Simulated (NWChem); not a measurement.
System: C₄H₄OS; SMILES C=C1CC(=O)S1

The following NWChem deck was run.

```
start job
memory heap 200 mb stack 900 mb global 1100 mb
geometry units angstroms noautoz
  C      0.296773    -2.380265     0.000000
  C      0.215014    -1.053274     0.000000
  C      1.258741     0.038829     0.000000
  C      0.234800     1.159873     0.000000
  O      0.306736     2.342913     0.000000
  S     -1.195602     0.029994     0.000000
  H      1.274009    -2.869647     0.000000
  H     -0.592139    -3.014151     0.000000
  H      1.904051     0.064598    -0.894125
  H      1.904051     0.064598     0.894125
end
basis spherical
  C library 6-31g*
  O library 6-31g*
  S library 6-31g*
  H library 6-31g*
end
dft
  xc xpbe96 cpbe96
  iterations 150
  mulliken
end
task dft energy
```

All runs use the structure optimised with PBE0/def2-SVP.

Give the results of this calculation. (PBE/6-31G* (spherical d).) Quantities: energy (Ha); highest occupied level (eV); orbital gap (eV); dipole (D).


```yaml
energy (Ha): -627.74
highest occupied level (eV): -5.71
orbital gap (eV): 4.15
dipole (D): 2.67
```
